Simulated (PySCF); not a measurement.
# Correlation energy of N(3+) (nitrogen, charge +3)

[He] 2s2, closed-shell 1S. Calculation: PySCF 2.14, in def2-TZVPPD (6s3p3d1f, 37 functions); the non-relativistic Hamiltonian (point nucleus). Frozen: nothing; 4 electrons correlated.

| level | correlation energy (mhartree) |
| --- | --- |
| CCSD | -101.00 |
| (T) | -0.28 |
| CCSD(T) | -101.28 |
| CCSDT | -101.29 |

Diagnostics: T1 = 0.0047, D1 = 0.0094, largest double amplitude 0.153.

Q: Is a single reference adequate?

A: Not fully. A double-excitation amplitude exceeds 0.15, a sign of near-degeneracy.

This basis was not built for core-valence correlation, so the inner-shell part is incomplete.
